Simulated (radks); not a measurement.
The numbers below are computed, except where a source is named.
Polarisability of the carbon ion C3+, [He] 2s1, at imaginary frequency. Level of theory: scalar-relativistic Kohn-Sham, LDA (Slater exchange, VWN5 correlation), spin-polarised, spherical densities, finite nucleus; open shells are filled with parallel spins first; Fermi nuclear charge, rms radius 2.4702 fm (a radial shooting solver on a logarithmic mesh with Libxc functionals). Response by self-consistent Sternheimer equations with the Hartree and adiabatic LDA kernel, the relativistic mass of each level held fixed and spin-orbit coupling left out.

w (hartree)  alpha1(iw) (bohr^3)  alpha2(iw) (bohr^5)
0.00266                    2.998                1.697
0.0143                     2.992                1.697
0.0360                     2.961                1.696
0.0697                     2.864                1.693
0.118                      2.645                1.686
0.186                      2.259                1.670
0.280                      1.736                1.637
0.413                      1.193                1.572
0.605                     0.7499                1.450
0.892                     0.4460                1.239
1.35                      0.2544               0.9240
2.12                      0.1355               0.5550
3.59                     0.06367               0.2478
6.94                     0.02478              0.07541
17.5                    0.006462              0.01277

Static values: alpha1 = 2.998 bohr^3 (0.4443 angstrom^3; uncoupled 3.540), alpha2 = 1.697 bohr^5, alpha3 = 4.262 bohr^7. C6 = 2.307, C8 = 11.09, triple-dipole C9 = 5.016 atomic units. One-pole (London) frequency 4 C6 / (3 alpha1^2) = 0.342 hartree, against 2.105 for minus the highest occupied eigenvalue.
